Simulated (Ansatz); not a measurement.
A calculation with Ansatz (development build ahead of 0.2.0).

```yaml
crystal:
  periodic: [false, false, false]
  atoms:
    - { symbol: S, position_ang: [0.0, 0.0, 0.0] }
basis:
  gaussian: { orbitals: STO-3G }
magnetization:
  spin_polarized: true
  initial_magnetization: 2
hamiltonian:
  xc: hf
correlation:
  method: mp2
  frozen_orbitals: { S: 5 }
```

The input is written out in the form of the current development build from the run's settings.

The run gave:

```
Converged                       : yes
Reference energy                : -393.13022 hartree
Correlation energy              : 0.00000 hartree
Total energy                    : -393.13022 hartree
Spin squared of the determinant : 2.000
```
